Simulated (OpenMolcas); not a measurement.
## Sb³⁺: effect of the active space

| Quantity | Value |
| --- | --- |
| Program | OpenMolcas 26.06 |
| Method | SS-CASPT2 or its RAS form, IPEA 0.25 Eh, imaginary shift 0.1 Eh |
| Basis | ANO-RCC-VQZP |
| Scalar Hamiltonian | DKH2, point nucleus |
| Spin-orbit coupling | state interaction with AMFI integrals over the reference wave functions, term energies averaged over their components |

A. 2 electrons in 4 orbitals (5s 5p); 2S+1 = 3 even, 3 roots; 2S+1 = 1 even, 7 roots; 2S+1 = 3 odd, 3 roots; 2S+1 = 1 odd, 3 roots; closed shells correlated: 4d; CASPT2 step roughly 6 core-seconds
B. 2 electrons in 8 orbitals (5s 5p 6s 6p); 2S+1 = 3 even, 3 roots; 2S+1 = 1 even, 7 roots; 2S+1 = 3 odd, 3 roots; 2S+1 = 1 odd, 3 roots; closed shells correlated: 4d; CASPT2 step of the order of 9 core-seconds
C. 2 electrons in 9 orbitals (RAS2 5s 5p; RAS3 5d, at most 2 electrons); 2S+1 = 3 even, 3 roots; 2S+1 = 1 even, 7 roots; 2S+1 = 3 odd, 3 roots; 2S+1 = 1 odd, 3 roots; closed shells correlated: 4d; CASPT2 step about 13 core-seconds

Energies in cm⁻¹ above 5s² ¹S₀, the measured ground level; measured values from Moore, Atomic Energy Levels, vol. III, NSRDS-NBS 35 (1971 reprint of NBS Circular 467, 1958).

```csv
Level,A,B,C,Measured
5s² ¹S₀,0.0,0.0,0.0,0.0
5s 5p ³P°₀,64460,64230,65010,
5s 5p ³P°₁,66390,66160,66930,66700
5s 5p ³P°₂,71170,70940,71700,72560
5s 5p ¹P°₁,93940,93470,94450,95952
5p² ³P₀,152340,152690,152900,152076
5p² ³P₁,155790,155480,156280,156388
5p² ¹D₂ [51 %],156990,156040,156120,
5p² ³P₂ [51 %],163080,162280,162020,
```

Deviations, from unrounded energies. A percentage is the sum of absolute deviations over the sum of measured energies, with the sign that they share, or ± where signs differ.

```csv
Against measurement,Levels,A,B,C
mean absolute deviation (cm-1),5,920,1200,710
other configurations (%),5,±0.8,±1.1,±0.6
```

C lies closest to measurement on these levels and B furthest from it. The largest miss of C in the table is 5s 5p ¹P°₁, by -1500 cm-1. The ranking rests on the paired levels alone, and a cruder setting can come out closer through cancelling errors.

Among A to C the level of the table that moves most is 5p² ³P₂ [51 %], by 1100 cm-1 (lowest in C, highest in A). Moves below CASPT2's spread within the term are not significant.

CASPT2 does not keep the components of a term degenerate, so their means are used; among the terms shown or strongly mixed into the levels shown the widest spread is 38 cm-1 (5p² ¹D, B). Over all roots computed the reference weight is 0.89 to 0.95 in A, 0.87 to 0.94 in B; the roots of lowest weight are the least certain, and an intruder state may touch them. The ¹D term of p² mixes with s d, which this space lacks (holds for A; B). Active for correlation alone: 6p 6s; no level in the range computed is led by a configuration that fills them, so any true level of that kind is missing (holds for B). Active for correlation alone: 5d; no level in the range computed is led by a configuration that fills it, so any true level of that kind is missing (holds for C). Some terms mix strongly with configurations of 5d, whose occupation reaches 0.29 (5p² ¹D) (holds for C). Measured partners are found by configuration, term and J. A level has none where our copy of the source lacks it or the pairing is in doubt (some pairs that miss far off the trend of their configuration count as doubtful), and it then counts in no deviation. Only configurations of the active space appear. Levels that lie high or do not pair safely by name in every column are left out.

A share in square brackets marks a mixed level and gives the weight of the term that names it, the lowest over the columns. ° marks odd parity.
